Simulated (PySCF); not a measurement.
C₄H₅FSi, SMILES F/C(=C\[SiH3])C#C. Heavy atoms are numbered as in [CH:1]#[C:2]/[C:3]([F:4])=[CH:5]/[SiH3:6]. Hydrogens are named by the atom that carries them.

Geometry optimised at B3LYP-D3(BJ)/def2-SVP. The structure was generated by enumeration; whether it is a known compound was not checked.

Calculation: PBE/pcSseg-1 in PySCF.

GIAO shieldings, no solvent; atoms alike by connectivity are averaged. δ = σ(ref) − σ: ¹³C against TMS (σ = 182.0 ppm); ¹⁹F against CFCl3 (σ = 133.6 ppm); ²⁹Si against TMS (σ = 335.4 ppm); ¹H against TMS (σ = 31.49 ppm), references at their B3LYP-D3(BJ)/def2-TZVP geometries, non-relativistic.

```
nucleus       atoms  count  δ (ppm)
-------  ----------  -----  -------
¹³C              C3      1    161.5
¹³C         C5 (CH)      1    110.7
¹³C         C1 (CH)      1     87.9
¹³C              C2      1     82.2
¹⁹F              F4      1    -85.8
²⁹Si     Si6 (SiH3)      1    -88.1
¹H          H on C5      1     5.72
¹H         H on Si6      3     4.52
¹H          H on C1      1     3.32
```
